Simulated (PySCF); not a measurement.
First SCF of a structure search on doublet SiOBr, at a hand-made linear geometry. PySCF input:

```python
from pyscf import gto, scf, dft
mol = gto.M(atom='''
Si     0.000000     0.000000     0.000000
O      0.000000     0.000000    -1.640000
Br     0.000000     0.000000     2.300000''',
    basis={'Si': 'def2-TZVP', 'O': 'def2-TZVP', 'Br': 'def2-TZVP'},
    charge=0, spin=1)
mf = dft.UKS(mol, xc='PBE0')
mf.grids.atom_grid = (50, 194)
aux = {'Si': 'def2-universal-JKFIT', 'O': 'def2-universal-JKFIT', 'Br': 'def2-universal-JKFIT'}
mf = mf.density_fit(auxbasis=aux)
mf.conv_tol = 1e-08
mf.diis_space = 10
mf.max_cycle = 60
mf.init_guess = 'minao'
mf.verbose = 4
mf.kernel()
```

Excerpt of the output (cycles alone):

```
init E= -2937.39250815744
cycle= 1 E= -2938.13277235138  delta_E= -0.74  |g|= 0.755  |ddm|= 1.62
cycle= 2 E= -2933.92603366307  delta_E= 4.21  |g|= 2.43  |ddm|= 2.14
cycle= 3 E= -2938.35013806746  delta_E= -4.42  |g|= 0.238  |ddm|= 1.98
cycle= 4 E= -2938.37256883595  delta_E= -0.0224  |g|= 0.176  |ddm|= 0.446
cycle= 5 E= -2938.39225706542  delta_E= -0.0197  |g|= 0.0533  |ddm|= 0.233
cycle= 6 E= -2938.39307166308  delta_E= -0.000815  |g|= 0.0177  |ddm|= 0.0303
cycle= 7 E= -2938.39320118408  delta_E= -0.00013  |g|= 0.0086  |ddm|= 0.0103
cycle= 8 E= -2938.3932339714  delta_E= -3.28e-05  |g|= 0.00235  |ddm|= 0.00608
cycle= 9 E= -2938.39323702616  delta_E= -3.05e-06  |g|= 0.000466  |ddm|= 0.00181
cycle= 10 E= -2938.39323731388  delta_E= -2.88e-07  |g|= 0.00016  |ddm|= 0.000644
cycle= 11 E= -2938.39323746502  delta_E= -1.51e-07  |g|= 8.72e-05  |ddm|= 0.000737
cycle= 12 E= -2938.39323749584  delta_E= -3.08e-08  |g|= 4.09e-05  |ddm|= 0.000374
cycle= 13 E= -2938.39323750006  delta_E= -4.22e-09  |g|= 7.23e-06  |ddm|= 0.000161
Extra cycle  E= -2938.39323750006  delta_E= 1.82e-12  |g|= 1.38e-05  |ddm|= 2.03e-05
converged SCF energy = -2938.39323750006  <S^2> = 0.76301965  2S+1 = 2.0129775
```

No lower solution of this spin was found by a stability analysis within the unrestricted form.

The search for the lowest solution, with the stability check, took 13 s on 4 threads of a shared Arm Neoverse N1 host, with 116 basis functions; the process peaked at 0.37 GiB.
